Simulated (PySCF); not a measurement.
Can point charges reproduce the dipole moment of `[H]/N=C1/CO[SiH2]OC1=C`?

Coordinates (GFN2-xTB, Å) and charges (e) from the PBE0/pcSseg-1 density (PySCF):

```csv
atom,x,y,z,Mulliken,IAO,Hirshfeld,ESP-fitted
C1,2.114,-0.753,-0.263,-0.1393,-0.3536,-0.1236,-0.6374
C2,0.821,-0.453,-0.119,+0.1844,+0.1623,+0.0662,+0.2065
O3,-0.106,-1.423,-0.305,-0.6041,-0.5968,-0.2005,-0.3929
Si4,-1.697,-1.306,0.068,+0.9940,+1.2255,+0.4711,+0.7668
O5,-2.000,0.278,0.294,-0.6251,-0.6494,-0.2352,-0.4553
C6,-1.080,1.250,-0.126,+0.1816,-0.0711,+0.0034,+0.0323
C7,0.357,0.918,0.190,-0.0876,+0.1362,+0.0777,+0.4985
N8,1.060,1.852,0.669,-0.3247,-0.4270,-0.2185,-0.8037
H9,2.419,-1.755,-0.504,+0.1314,+0.1705,+0.0521,+0.2570
H10,2.884,-0.010,-0.169,+0.1217,+0.1531,+0.0488,+0.2100
H11,-1.973,-1.937,1.346,-0.1293,-0.1539,-0.0728,-0.1170
H12,-2.336,-1.847,-1.121,-0.1372,-0.1606,-0.0758,-0.1216
H13,-1.161,1.395,-1.213,+0.1315,+0.1403,+0.0451,+0.0584
H14,-1.336,2.190,0.369,+0.1425,+0.1770,+0.0540,+0.1001
H15,2.029,1.610,0.864,+0.1602,+0.2473,+0.1081,+0.3981
```

Problem. What dipole does each set of charges give (1 e·Å = 4.803 D), and what does the density give?

Solution. The full density gives (0.57, -1.10, -0.66) D, 1.40 D in size; dipole vectors point from the negative to the positive end.

| scheme | μx | μy | μz | size (D) | share of the full size (%) | angle to the full dipole (°) |
| --- | --- | --- | --- | --- | --- | --- |
| Mulliken | 0.67 | -0.09 | -1.20 | 1.37 | 98 | 49 |
| IAO | -0.12 | -1.04 | -0.64 | 1.23 | 87 | 30 |
| Hirshfeld | -0.19 | -0.56 | -0.35 | 0.69 | 49 | 40 |
| ESP-fitted | 0.54 | -1.12 | -0.68 | 1.41 | 101 | 2 |

Problem. Which set comes closest?

Solution. Length of the difference vector: ESP-fitted 0.05 D, IAO 0.69 D, Hirshfeld 0.99 D, Mulliken 1.15 D. Closest: ESP-fitted. ESP charges are fitted to the potential around the molecule, whose slowest-falling term is the dipole's. The schemes that divide the density aren't constrained to reproduce the dipole.

Problem. What is left for the Hirshfeld atoms' own dipoles?

Solution. The shares of the density sum to the whole, so what Σ q r misses lies in dipoles about the nuclei. The atomic dipoles sum to (0.57, -1.10, -0.66) − (-0.19, -0.56, -0.35) = (0.76, -0.54, -0.31) D, 0.99 D in size.

Problem. With the origin at the mean of the coordinates, (0.000, 0.001, -0.001) Å, which are the largest single terms, by size, of the Mulliken dipole along the direction of the full one?

Solution. O5 +3.53, O3 -3.52, N8 +2.07, H14 -1.67, H9 +1.64 D; all 15 atoms together +0.91 D. The single terms depend on the origin, their sum doesn't.

Problem. Give the size of the full dipole in other units.

Solution. 1.40 D = 0.552 au = 0.292 e·Å = 4.68 × 10⁻³⁰ C·m.

Geometry: GFN2-xTB, one conformer, isolated molecule.
